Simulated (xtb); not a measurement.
C3H9S, charge +1, singlet, geometry from GFN2-xTB. Base run: GFN0-xTB in xtb.

Geometry (Å):
```xyz
13

C     -0.3270     1.5927    -0.0242
S     -0.1271    -0.1171     0.5330
C      1.5670    -0.4340    -0.0177
C     -1.0484    -0.9822    -0.7617
H     -0.0511     1.6948    -1.0693
H      0.3009     2.2294     0.5932
H     -1.3651     1.8802     0.1193
H      1.6909    -0.1692    -1.0633
H      1.7832    -1.4886     0.1301
H      2.2428     0.1516     0.5999
H     -0.7147    -0.6735    -1.7476
H     -0.8983    -2.0508    -0.6327
H     -2.1048    -0.7598    -0.6368
```
Charge +1, spin multiplicity 1.
All else is at xtb's defaults.
Base energy -12.93088 Eh.

The base run was repeated with changes; each row names its change, and settings that it needs were set with it.

```tsv
change	ΔE vs base (mEh)	HOMO-LUMO gap (eV)
base	0.000	6.19
acc = 0.0001	0.000	6.19
acc = 0.1	0.000	6.19
file = coord	0.000	6.19
```
